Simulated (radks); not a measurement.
Polarisability of the carbon ion C3+, [He] 2s1, at imaginary frequency. All-electron calculation, scalar-relativistic Kohn-Sham, exchange-only LDA, spin-unpolarised, spherical densities, finite nucleus; Fermi nuclear charge, rms radius 2.4702 fm; without spin polarisation the odd electron is poorly described. Program: a radial shooting solver on a logarithmic mesh with Libxc functionals. Response by self-consistent Sternheimer equations with the Hartree and adiabatic exchange-only LDA kernel, the relativistic mass of each level held fixed and spin-orbit coupling left out.

| w (hartree) | alpha1(iw) (bohr^3) | alpha2(iw) (bohr^5) |
|---|---|---|
| 0.00266 | 2.689 | 1.839 |
| 0.0143 | 2.684 | 1.839 |
| 0.0360 | 2.660 | 1.838 |
| 0.0697 | 2.586 | 1.835 |
| 0.118 | 2.414 | 1.826 |
| 0.186 | 2.103 | 1.808 |
| 0.280 | 1.660 | 1.770 |
| 0.413 | 1.174 | 1.696 |
| 0.605 | 0.7544 | 1.558 |
| 0.892 | 0.4541 | 1.322 |
| 1.35 | 0.2596 | 0.9760 |
| 2.12 | 0.1377 | 0.5799 |
| 3.59 | 0.06426 | 0.2567 |
| 6.94 | 0.02488 | 0.07775 |
| 17.5 | 0.006471 | 0.01313 |

Static values: alpha1 = 2.689 bohr^3 (0.3984 angstrom^3; uncoupled 3.664), alpha2 = 1.839 bohr^5, alpha3 = 4.934 bohr^7. C6 = 2.021, C8 = 11.43, triple-dipole C9 = 3.935 atomic units. One-pole (London) frequency 4 C6 / (3 alpha1^2) = 0.373 hartree, against 2.001 for minus the highest occupied eigenvalue.
